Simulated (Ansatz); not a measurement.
Isolated molecules relaxed with PBE0-D4/def2-TZVP in Ansatz; ΔE leaves out vibrations. CCSD(T)/CBS adds triple-zeta CCSD(T) − MP2 to the extrapolated MP2 energy (def2 sets, frozen cores). DFT in def2-TZVPP. B3LYP here is the variant with VWN-RPA as its local correlation; programs differ in this. One conformer a species, not always the lowest.

`CNBCN` + `F[SiH2]C=S` → `CNBC=S` + `NC[SiH2]F`  (redistribution)

```tsv
level	ΔE (kJ/mol)	difference from CCSD(T)/CBS
PBE0-D4	-17.1	-2.5
ωB97X-V	-16.4	-1.8
ωB97M-V	-15.7	-1.1
PBE	-14.8	-0.2
B3LYP	-14.3	0.3
HF/def2-TZVPP	-13.9	0.7
CCSD/def2-TZVPP	-13.6	1.0
HF/def2-QZVPP	-13.7	0.9
MP2/def2-QZVPP	-15.3	-0.7
HF/CBS(def2)	-13.7	0.9
CCSD(T)/CBS	-14.6	0
```

Largest T1 diagnostic among the species: 0.016.

The D4 term adds −3.7 kJ/mol with B3LYP and −2.1 kJ/mol with PBE0; it sums over pairs of atoms, weighted by their polarisabilities, and B3LYP, whose exchange is more repulsive, gets the larger term.
